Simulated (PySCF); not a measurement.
## Exercise with solution: dipole moment from atomic charges

Ga(Me)(OH)2 (CH5GaO2), SMILES [CH3][Ga]([OH])[OH]. Atoms are numbered in the order given.

```xyz
9

Ga     0.0020    -0.0027     0.0033
C     -1.3699    -1.4031    -0.0534
H     -0.9708    -2.3148    -0.5399
H     -2.2379    -1.0364    -0.6335
H     -1.7025    -1.6700     0.9687
O     -0.2329     1.5331    -0.9095
H      0.5315     2.1264    -0.7875
O      1.5835    -0.0053     0.8871
H      1.7321    -0.8263     1.3899
```

The structure is a stationary point at PBE-D3(BJ)/def2-SVP. One conformer was computed; it need not be the lowest.

Charges (e) from PBE/def2-TZVP in PySCF:

| atom | IAO | ESP fit |
|---|---|---|
| Ga1 | 0.997 | 0.922 |
| C2 | -0.737 | -0.777 |
| H3 | 0.167 | 0.178 |
| H4 | 0.174 | 0.223 |
| H5 | 0.166 | 0.173 |
| O6 | -0.732 | -0.744 |
| H7 | 0.351 | 0.407 |
| O8 | -0.735 | -0.757 |
| H9 | 0.349 | 0.375 |

The dipole moment of the full density is 2.23 D.

Q: What dipole moment does each set of point charges give, and which comes closer to that of the density?

A: 
μ = Σ q r, and 1 e Å = 4.8032 D.
IAO: Σ q r = (-0.025, -0.473, 0.225) e Å, |μ| = 2.52 D.
ESP fit: Σ q r = (-0.060, -0.425, 0.181) e Å, |μ| = 2.24 D.
ESP fit comes closer in size. Point charges leave out the atoms' own dipoles (lone pairs, polarised bonds); fits to the potential absorb them, partitions of the density don't.
